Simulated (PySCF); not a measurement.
# [Ce(HCN)]3+ at several levels of theory

Computed with PySCF 2.14.0 (density fitting, no spin-orbit coupling) at the geometry relaxed with PBE0:

```xyz
4
[Ce(HCN)]3+ (singlet in the valence; each metal's 4f electrons, 1 of them, lie in its core potential, out of spins and levels)
Ce    0.0000    0.0000   -0.3347
N     0.0000    0.0000    2.0099
C     0.0000    0.0000    3.1746
H     0.0000    0.0000    4.2875
```

| level | basis | state | HOMO (eV) | gap (eV) | charge on Ce1 (e) | population of f-type functions on Ce1 (polarisation alone where 4f lies in the core) | dipole about the centre of mass (D) | largest force component (eV/Å) |
| --- | --- | --- | --- | --- | --- | --- | --- | --- |
| PBE0 | Ce lcecp-1-SVP with ECP47, N def2-SVP, C def2-SVP, H def2-SVP | singlet | -26.38 | 7.08 | 2.57 | 0.02 | 3.61 | 0.00 |
| PBE0 | Ce lcecp-1-TZVP with ECP47, N def2-TZVP, C def2-TZVP, H def2-TZVP | singlet | -26.30 | 7.04 | 2.63 | 0.03 | 3.67 | 0.89 |

In the lcecp rows the 4f levels are missing from HOMO and gap, and the state counts the valence alone.

Charges are Mulliken's, which hang on the basis. The relaxation used the grid (50, 194), these runs (75, 302) or, all-electron (x2c bases, spin-free X2C Hamiltonian), (99, 590).

Problem. A further run in the first row's basis gives HOMO (eV) -25.58, gap (eV) 5.91, charge on Ce1 (e) 2.56, population of f-type functions on Ce1 (polarisation alone where 4f lies in the core) 0.02, dipole about the centre of mass (D) 3.68, largest force component (eV/Å) 0.61. Which level was it?
A. revPBE
B. TPSSh

Solution. B. The others give HOMO -25.07 eV (revPBE).

In the first row's basis the gap widens with exact exchange: 4.8 eV for revPBE (none); 5.9 to 7.1 eV for TPSSh, PBE0 (a fixed share).

An lcecp potential fixes the number of 4f electrons, so in runs with it no electron can move into or out of that shell.
